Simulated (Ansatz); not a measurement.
`CCCCNC(C)C`, relaxed with RKS PBE-D4/def2-SVP in the Gaussian-basis code of Ansatz from a rough embedded geometry. The force threshold is 0.03 eV/Å; the program also tests the step.

Charge 0, multiplicity 1.

Start:

```xyz
25

C    -1.144    0.723   -2.344
C    -0.444   -0.597   -2.635
C    -0.457   -1.557   -1.446
C     0.447   -1.126   -0.288
N    -0.115   -0.006    0.438
C     0.737    0.606    1.441
C     1.035   -0.292    2.650
C     0.074    1.904    1.900
H    -1.069    1.391   -3.200
H    -2.198    0.554   -2.133
H    -0.694    1.197   -1.477
H    -0.934   -1.085   -3.483
H     0.592   -0.403   -2.922
H    -0.120   -2.540   -1.785
H    -1.480   -1.664   -1.079
H     0.624   -2.005    0.357
H     1.417   -0.808   -0.684
H    -1.001   -0.275    0.856
H     1.684    0.850    0.942
H     1.650    0.241    3.370
H     1.567   -1.190    2.346
H     0.106   -0.585    3.138
H    -0.154    2.530    1.042
H    -0.855    1.688    2.425
H     0.732    2.451    2.571
```

Q: By how much does the energy fall, and how many steps does the optimiser take? (Estimate.)

A: The calculation gave: 17.66 kJ/mol, in 6 steps.

Q: Which bonds change most? (An estimate is asked.)

A: Computed: C8–H24 from 1.088 to 1.112 Å; C1–H10 from 1.088 to 1.112 Å; C3–H15 from 1.092 to 1.115 Å; C7–H22 from 1.089 to 1.112 Å.

Q: Give the relaxed structure. (Estimate.)

A: Computed: 
```xyz
25

C    -1.317    0.670   -2.452
C    -0.453   -0.580   -2.654
C    -0.393   -1.540   -1.454
C     0.478   -1.102   -0.270
N    -0.028    0.086    0.403
C     0.787    0.619    1.498
C     0.987   -0.345    2.684
C     0.182    1.946    1.963
H    -1.322    1.308   -3.360
H    -2.371    0.391   -2.237
H    -0.947    1.265   -1.595
H    -0.829   -1.147   -3.534
H     0.587   -0.277   -2.918
H    -0.002   -2.522   -1.796
H    -1.427   -1.747   -1.090
H     0.604   -1.985    0.411
H     1.502   -0.866   -0.642
H    -0.988   -0.081    0.737
H     1.791    0.830    1.060
H     1.647    0.100    3.457
H     1.446   -1.303    2.368
H     0.012   -0.577    3.167
H     0.077    2.649    1.112
H    -0.828    1.784    2.398
H     0.806    2.424    2.745
```
